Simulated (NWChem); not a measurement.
# CsI; SMILES [I][Cs]

```xyz
2

Cs     0.0000     0.0000    -1.6606
I      0.0000     0.0000     1.7225
```
Atoms are numbered in this order, from 1.

Results from NWChem. Geometry: optimised at PBE0/def2-SVP. def2 effective core potentials on I, Cs; no spin-orbit coupling. Static field.

```csv
level,isotropic polarisability (bohr³),anisotropy (bohr³)
PBE/def2-SVPD,89.3,55.5
B3LYP/def2-SVPD,82.8,44.5
"LDA (Slater exchange, VWN5)/def2-SVPD",88.7,55.5
Hartree-Fock/def2-SVPD,___,___
```

Question: Some entries are withheld; supply them.

Answer: 
- Hartree-Fock/def2-SVPD, isotropic polarisability (bohr³): 68.8
- Hartree-Fock/def2-SVPD, anisotropy (bohr³): 20.6
